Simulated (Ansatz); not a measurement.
Two isomers of CH5BO2Si: A = `O=CB(O)[SiH3]`, B = `B[SiH](O)C=O`.

Gas-phase electronic energies from Ansatz, PBE0-D4/def2-TZVP geometries. CCSD(T)/CBS is the MP2 limit (def2-TZVPP, def2-QZVPP) plus CCSD(T) − MP2 in def2-TZVPP, frozen cores. Functionals use def2-TZVPP. B3LYP here is the variant with VWN-RPA as its local correlation; programs differ in this. One conformer a species, not always the lowest.

Problem. Which is lower in electronic energy at CCSD(T)/CBS, and by how much? (An estimate is asked.)

Solution. The calculation gave: A, by 18.1 kcal/mol.

Problem. Give E(B) − E(A) in kcal/mol with B3LYP-D4, r2SCAN-D4, ωB97M-V, HF/def2-TZVPP, PBE-D4, CCSD/def2-TZVPP, PBE0-D4. (Estimate.)

Solution. Ansatz gave: B3LYP-D4 18.2, r2SCAN-D4 17.9, ωB97M-V 18.8, HF/def2-TZVPP 14.9, PBE-D4 19.9, CCSD/def2-TZVPP 18.5, PBE0-D4 19.5. None reverses the order clearly.

Largest T1 diagnostic: 0.016.

In def2-TZVPP, CCSD(T) changes the Hartree–Fock value by +4.4 kcal/mol (the triples alone add +0.8 kcal/mol) and MP2 by +3.8 kcal/mol.
